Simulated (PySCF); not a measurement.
CH₆OZr, multiplicity 1. Atoms are numbered in the order given.

```xyz
9

Zr     0.0000     0.0000     0.7365
O      0.0000     0.0000    -1.1507
C      0.0000     0.0000    -2.5508
H     -0.8958     0.5172    -2.9329
H      0.8958     0.5172    -2.9329
H      0.0000    -1.0344    -2.9329
H      1.5472    -0.8933     1.2824
H     -1.5472    -0.8933     1.2824
H      0.0000     1.7865     1.2824
```

The structure is a stationary point at B3LYP-D3(BJ)/def2-SVP. The multiplicity is an assumed one; no other spin state was optimised. The structure was generated by enumeration; whether it is a known compound was not checked. The def2 effective core potentials stand for the cores of Zr; spin–orbit coupling is left out.

Method: ωB97X/def2-TZVPD (PySCF).

```
Item                                                                                                            Value
---------------------------------------------------------------------------------------------  ----------------------
total energy                                                                                       -163.99726 hartree
point group                                                                                                       C3v
highest occupied level                                                                                      -10.47 eV
lowest empty level                                                                                            0.29 eV
orbital gap                                                                                                  10.75 eV
dipole moment                                                                                                  2.25 D
quadrupole, principal values (traceless, Buckingham form, about the centre of nuclear charge)  -4.55, -4.55, 9.09 D·Å
mean static polarisability                                                                      69.3 bohr³ (10.26 Å³)
polarisability, principal values                                                               64.3, 64.3, 79.2 bohr³
```
